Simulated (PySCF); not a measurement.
Predicted microwave data (PBE0/pcSseg-1 in PySCF (dipole) on a GFN2-xTB geometry, gas phase) for one isomer of C6H12NOP:

```
Rotational constants : A = 1548, B = 898.1, C = 629.3 MHz
Dipole components    : |μa| = 4.76 D, |μb| = 0.29 D, |μc| = 1.14 D
Inertial defect      : -86.06 u·Å²
κ                    : -0.41
```

Problem. Which candidate fits, each taken in the one conformer that was computed?
A. `[CH2:1]=[CH:2][C@@H:3]1[CH2:4][P@@:5]1([CH2:6][OH:7])=[N:8][CH3:9]` with C1–C2–C3–C4 -151°, C4–P5–C6–O7 117°, P5–C6–O7–H 40°
B. `[CH3:1][O:2][CH2:3][CH2:4][PH:5][CH2:6][CH2:7][C:8]#[N:9]` with C1–O2–C3–C4 -175°, O2–C3–C4–P5 75°, C3–C4–P5–C6 -70°, C4–P5–C6–C7 -43°, P5–C6–C7–C8 -172°
C. `[CH3:1][CH2:2][N:3]([CH3:4])[P:5]1[CH:6]=[C:7]1[O:8][CH3:9]` with C1–C2–N3–C4 66°, C2–N3–P5–C6 179°, C6–C7–O8–C9 178°
D. `[CH3:1][NH:2][P:3]1[CH2:4][CH2:5][C:6](=[O:7])[CH2:8][CH2:9]1` with C1–N2–P3–C4 -80°, N2–P3–C4–C5 -47°, P3–C4–C5–C6 -61°, C4–C5–C6–O7 -115°, C5–C6–C8–C9 -64°
E. `[CH3:1][CH2:2][P@@:3]([CH3:4])(=[O:5])[CH2:6][CH2:7][C:8]#[N:9]` with C1–C2–P3–C4 -171°, C2–P3–C6–C7 -170°, P3–C6–C7–C8 -79°

Solution. B. It is COCCPCCC#N, an asymmetric top, point group C1. The candidates at the same level (rigid rotor, commonest isotopes):

```json
{"SMILES": "CNP1CCC(=O)CC1", "A (MHz)": "2407", "B (MHz)": "1002", "C (MHz)": "915.0", "μa (D)": "3.42", "μb (D)": "0.31", "μc (D)": "1.00", "Δ (u·Å²)": "-161.90", "point group": "C1", "rotor": "asymmetric top"}
{"SMILES": "COCCPCCC#N", "A (MHz)": "1548", "B (MHz)": "898.1", "C (MHz)": "629.3", "μa (D)": "4.76", "μb (D)": "0.29", "μc (D)": "1.14", "Δ (u·Å²)": "-86.06", "point group": "C1", "rotor": "asymmetric top"}
{"SMILES": "CCN(C)P1C=C1OC", "A (MHz)": "2470", "B (MHz)": "815.3", "C (MHz)": "747.9", "μa (D)": "0.33", "μb (D)": "1.26", "μc (D)": "0.82", "Δ (u·Å²)": "-148.69", "point group": "C1", "rotor": "near-prolate asymmetric top"}
{"SMILES": "CC[P@@](C)(=O)CCC#N", "A (MHz)": "2589", "B (MHz)": "842.2", "C (MHz)": "769.2", "μa (D)": "2.82", "μb (D)": "1.70", "μc (D)": "3.18", "Δ (u·Å²)": "-138.27", "point group": "C1", "rotor": "near-prolate asymmetric top"}
{"SMILES": "C=C[C@@H]1C[P@@]1(CO)=NC", "A (MHz)": "1810", "B (MHz)": "952.4", "C (MHz)": "738.4", "μa (D)": "2.27", "μb (D)": "1.15", "μc (D)": "0.59", "Δ (u·Å²)": "-125.49", "point group": "C1", "rotor": "asymmetric top"}
```

`C=C[C@@H]1C[P@@]1(CO)=NC` has C 17 % too high; `CCN(C)P1C=C1OC` has A 60 % too high; `CNP1CCC(=O)CC1` has A 55 % too high; `CC[P@@](C)(=O)CCC#N` has A 67 % too high. No structure here is proved a minimum.
